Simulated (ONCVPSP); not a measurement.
## LDA (Perdew-Wang 92) ONCV dataset for lithium, scalar-relativistic all-electron reference.

Input for ONCVPSP 4.0.1:

```
# ATOM AND REFERENCE CONFIGURATION
# atsym  z   nc   nv     iexc    psfile
  Li 3.00    1    1  -001012      upf
#
#   n    l    f
    1    0    2.00
    2    0    0.50
#
# PSEUDOPOTENTIAL AND OPTIMIZATION
# lmax
    2
#
#   l,   rc,      ep,       ncon, nbas, qcut
    0    2.05    0.00    4    7    3.80
    1    1.80    0.05    3    8    4.60
    2    2.15    0.46    4    7    4.60
#
# LOCAL POTENTIAL
# lloc, lpopt,  rc(5),   dvloc0
    4    4    1.65    0.00
#
# VANDERBILT-KLEINMAN-BYLANDER PROJECTORs
# l, nproj, debl
    0    2    1.00
    1    2    2.60
    2    2    3.50
#
# MODEL CORE CHARGE
# icmod, fcfact, rcfact
    3    1.75    1.05
#
# LOG DERIVATIVE ANALYSIS
# epsh1, epsh2, depsh
   -2.00    5.00    0.02
#
# OUTPUT GRID
# rlmax, drl
    6.00    0.01
#
# TEST CONFIGURATIONS
# ncnf
    2
# nvcnf
#   n    l    f
    1
    2    0    1.00
#
    2
    2    0    0.00
    2    1    1.00
#
```

Command:

```bash
oncvpsp.x < Li.dat > Li.out
```

The program printed (shortened: citation, most of the input echo, consistency checks and plot data are left out):

```
ONCVPSP  (Optimized Norm-Conservinng Vanderbilt PSeudopotential)
scalar-relativistic version 4.0.1

#   n    l    f        energy (Ha)
    1    0    2.00    -2.0210037E+00
    2    0    0.50    -1.9545160E-01

Reference configufation results
  iterations    22
  all-electron total energy (Ha)   -7.26032484D+00

Begin loop to  construct optimized pseudo wave functions
and semi-local pseudopoentials for all angular momenta

   Wellstate for l =  0  n =  3
     eigenvalue =   0.8045
     asymptotic potential =   1.3045
     half-point radius =  3.8838

Calculating optimized projector #   1

 for l=   0

    Fraction of norm inside rc  0.134404
    Optimizing pswf for qcut=   3.79 a_B^-1,  ecut=   7.18 Ha
    Residual kinetic energy error=  2.17D-05 Ha

    Energy error per electron        Cutoff
         Ha          eV             Ha
         0.01000     0.27211        0.50
         0.00100     0.02721        2.58
         0.00010     0.00272        3.93
         0.00001     0.00027       18.61

Calculating optimized projector #   2

 for l=   0

    Fraction of norm inside rc  0.259892
    Optimizing pswf for qcut=   3.79 a_B^-1,  ecut=   7.18 Ha
    Residual kinetic energy error=  7.01D-03 Ha

    Energy error per electron        Cutoff
         Ha          eV             Ha
         0.01000     0.27211        4.38
         0.00100     0.02721       32.63
         0.00010     0.00272       41.19
         0.00001     0.00027       54.10

   Wellstate for l =  1  n =  2
     eigenvalue =   0.0500
     asymptotic potential =   0.5500
     half-point radius =  3.2155

   Wellstate for l =  1  n =  4
     eigenvalue =   2.6500
     asymptotic potential =   3.1500
     half-point radius =  3.2895

Calculating optimized projector #   1

 for l=   1

    Fraction of norm inside rc  0.306106
    Optimizing pswf for qcut=   4.60 a_B^-1,  ecut=  10.59 Ha
    Residual kinetic energy error=  6.15D-05 Ha

    Energy error per electron        Cutoff
         Ha          eV             Ha
         0.01000     0.27211        3.96
         0.00100     0.02721        7.37
         0.00010     0.00272       10.00
         0.00001     0.00027       43.38

Calculating optimized projector #   2

 for l=   1

    Fraction of norm inside rc  0.152699
    Optimizing pswf for qcut=   4.60 a_B^-1,  ecut=  10.59 Ha
    Residual kinetic energy error=  3.56D-03 Ha

    Energy error per electron        Cutoff
         Ha          eV             Ha
         0.01000     0.27211        8.38
         0.00100     0.02721       14.88
         0.00010     0.00272       76.61
         0.00001     0.00027      111.79

   Wellstate for l =  2  n =  3
     eigenvalue =   0.4600
     asymptotic potential =   0.9600
     half-point radius =  3.7358

   Wellstate for l =  2  n =  6
     eigenvalue =   3.9600
     asymptotic potential =   4.4600
     half-point radius =  4.2024

Calculating optimized projector #   1

 for l=   2

    Fraction of norm inside rc  0.160624
    Optimizing pswf for qcut=   4.60 a_B^-1,  ecut=  10.60 Ha
    Residual kinetic energy error=  1.64D-06 Ha

    Energy error per electron        Cutoff
         Ha          eV             Ha
         0.01000     0.27211        2.04
         0.00100     0.02721        3.13
         0.00010     0.00272        7.48
         0.00001     0.00027        9.25

Calculating optimized projector #   2

 for l=   2

    Fraction of norm inside rc  0.130157
    Optimizing pswf for qcut=   4.60 a_B^-1,  ecut=  10.60 Ha
    Residual kinetic energy error=  1.82D-03 Ha

    Energy error per electron        Cutoff
         Ha          eV             Ha
         0.01000     0.27211        7.41
         0.00100     0.02721       12.28
         0.00010     0.00272       34.42
         0.00001     0.00027       47.52

Construct Vanderbilt / Kleinmman-Bylander projectors

B matrix Hermiticity error, ll=   0
   1   2    1.4774E-05

  Orthonormal projector coefficients  5.4959E+00  7.8940E-01

B matrix Hermiticity error, ll=   1
   1   2   -3.6957E-05

  Orthonormal projector coefficients -1.6478E+00 -4.8776E-01

B matrix Hermiticity error, ll=   2
   1   2    2.3680E-05

  Orthonormal projector coefficients -8.5982E-01 -1.3250E-01

Model core correction analysis
  based on d2Exc/dn_idn_j

d2excae - all-electron derivatives

   -8.785852D-02

d2excps - pseudofunction derivatives with no core correction

   -9.712953D-02

rms 2nd derivative error    9.271009E-03

rmatch, rhocmatch    1.7181    0.0259

Teter function model core charge with specified parameters

d2excps - pseudofunction derivatives with core correction

   -9.526859D-02

rms 2nd derivative error    7.410070E-03

Pseudoatom total energy   -0.116075

Diagnostic tests using Vanderbilt-Kleinman-Bylander pseudopotentials
  1 or more projectors used as specified by nproj input data

   l    rcore       rmatch      e in        delta e   norm test  slope test

   0   2.0558137   2.1182327  -0.1954516   0.0000000   1.0000054   1.0000042
   0   2.0558137   2.1182327   0.8045484   0.0000021   1.0000531   1.0000531

   1   1.8023046   1.8570265   0.0500000  -0.0000579   0.9999834   0.9999834
   1   1.8023046   1.8570265   2.6500000  -0.0001585   1.0001610   1.0001610

   2   2.1565901   2.2220689   0.4600000   0.0000050   1.0000071   1.0000071
   2   2.1565901   2.2220689   3.9600000   0.0000486   1.0000614   1.0000614

 Testing for bound ghosts
   n   l    E NL Schr. Eq   E Basis Diag.   E Cutoff

   1   0       -0.195452       -0.167879     43.90

   2   1       -0.123543       -0.053951     92.54

   3   2       -0.024587        0.143634     54.89

 Testing for highly-localized positive-energy ghosts
       l    <radius>/rc     E Basis Diag.   E Cutoff

Test configuration 0

   n   l     f        eae           eps        diff
   1   0  2.0000   -2.02100373
   2   0  0.5000   -0.19545160   -0.19545157    2.94D-08

    Total energies and differences
      AE_ref= -7.26032484D+00  AE_tst= -7.26032484D+00  dif=  0.00D+00
      PS_ref= -1.16074706D-01  PS_tst= -1.16074706D-01  dif=  0.00D+00
      PSP excitation error=  0.00D+00

Test configuration 1

   n   l     f        eae           eps        diff
   1   0  2.0000   -1.87837795
   2   0  1.0000   -0.10560789   -0.10613825   -5.30D-04

    Total energies and differences
      AE_ref= -7.26032484D+00  AE_tst= -7.33540059D+00  dif= -7.51D-02
      PS_ref= -1.16074706D-01  PS_tst= -1.91360319D-01  dif= -7.53D-02
      PSP excitation error=  2.10D-04

Test configuration 2

psatom: WARNING lschvkbb convergence error n,l,iter=   2   1   2
ea(ii),et,emin,emax -1.679586E-01 -1.511627E-01 -1.511627E-01 -1.511627E-01
run_config: WARNING for fully non-local PS atom, stg. 2
 WARNING no output for configuration 3
```

The run took about 2.3 s on one core of a shared server CPU.
